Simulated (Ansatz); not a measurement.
`[CH3][InH-]([CH3])[AsH3+]`, relaxed with RKS PBE-D4/def2-SVP in Ansatz 0.2.0 from a rough embedded geometry. The force threshold is 0.03 eV/Å; the program also tests the step.

Total charge 0; spin multiplicity 1. In takes the def2 core potential.

Start:

```xyz
14

C     1.453   -1.490    0.046
In    0.335    0.231   -0.514
C     0.606    1.745    1.007
As   -2.227   -0.359   -0.603
H     0.795   -2.414    0.174
H     2.246   -1.769   -0.750
H     2.027   -1.331    1.012
H     0.908    0.877   -2.073
H    -0.345    2.051    1.456
H     1.049    2.705    0.542
H     1.303    1.409    1.787
H    -2.751   -0.106   -2.093
H    -3.015    0.388    0.358
H    -2.383   -1.936   -0.351
```

```json
{"step": "1", "energy (eV)": "-68228.5601", "largest force (eV/Å)": "2.826", "largest move (Å)": "0.000"}
{"step": "2", "energy (eV)": "-68229.3921", "largest force (eV/Å)": "0.639", "largest move (Å)": "0.195"}
{"step": "3", "energy (eV)": "-68229.6361", "largest force (eV/Å)": "0.287", "largest move (Å)": "0.194"}
{"step": "4", "energy (eV)": "-68229.6666", "largest force (eV/Å)": "0.117", "largest move (Å)": "0.129"}
{"step": "5", "energy (eV)": "-68229.6714", "largest force (eV/Å)": "0.074", "largest move (Å)": "0.046"}
{"step": "6", "energy (eV)": "-68229.6721", "largest force (eV/Å)": "0.029", "largest move (Å)": "0.056"}
{"step": "7", "energy (eV)": "-68229.6732", "largest force (eV/Å)": "0.012", "largest move (Å)": "0.039"}
{"step": "8", "energy (eV)": "-68229.6735", "largest force (eV/Å)": "0.010", "largest move (Å)": "0.021"}
{"step": "9 (rejected)", "energy (eV)": "-68229.6578", "largest force (eV/Å)": "0.368", "largest move (Å)": "0.198"}
{"step": "10", "energy (eV)": "-68229.6743", "largest force (eV/Å)": "0.014", "largest move (Å)": "0.046"}
```

End:

```xyz
14

C     1.567   -1.626    0.007
In    0.838    0.381   -0.522
C     0.642    1.918    1.039
As   -2.090   -0.380   -0.609
H     0.743   -2.368   -0.035
H     2.352   -1.949   -0.705
H     1.985   -1.632    1.033
H     0.771    0.856   -2.217
H    -0.426    2.095    1.283
H     1.075    2.876    0.690
H     1.162    1.602    1.965
H    -2.919   -0.212   -1.885
H    -3.143    0.254    0.306
H    -2.555   -1.816   -0.349
```

Run time 18 s (4 threads of an Intel Xeon Platinum 8259CL on a shared host); peak host memory 0.23 GiB.
